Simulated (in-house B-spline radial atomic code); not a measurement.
Mg II (Mg+) is squeezed into an impenetrable sphere of radius R (the orbitals vanish at R). Computed with a radial B-spline atomic code at the basis-set limit: Dirac-Kohn-Sham LDA VWN5, spherical fractional occupations, Fermi nucleus of rms radius 3.057 fm.

Energies in eV above the free ion in [Ne] 3s1:

| R (bohr) | highest level (eV) | [Ne] 3s1 | [He] 2s1 2p6 3s1 3p1 | [Ne] 3d1 |
| --- | --- | --- | --- | --- |
| 8.74 | -11.5 | 0.004441 | 88.14 | 9.269 |
| 6.6 | -11.3 | 0.1041 | 88.33 | 10.47 |
| 5.04 | -10.2 | 0.8551 | 89.68 | 13.41 |
| 4.09 | -7.6 | 2.938 | 93.56 | 17.83 |
| 3.74 | -5.58 | 4.653 | 96.81 | 20.57 |
| 3.21 | -0.0726 | 9.563 | 106.1 | 26.9 |
| 2.45 | 21.2 | 30.39 | 144.1 | 46.45 |
| 2.05 | 50.4 | 62.86 | 199.1 | 71.45 |
| 1.7 | 105 | 132.9 | 308.6 | 121.7 |
| 1.29 | 266 | 384.7 | 664.8 | 301.3 |

Task: Does [He] 2s1 2p6 3s1 3p1 fall below [Ne] 3s1 under compression?

Result: No, it stays above over the whole range.

Task: Does [Ne] 3d1 fall below [Ne] 3s1 under compression?

Result: Yes, between R = 2.05 and 1.7 bohr the order changes (near 1.9 bohr by linear interpolation).

The highest level is first positive in the row R = 2.45 bohr, pushed up by confinement above the zero of the free ion's potential. Each configuration is held fixed and needn't be the lowest in the sphere.
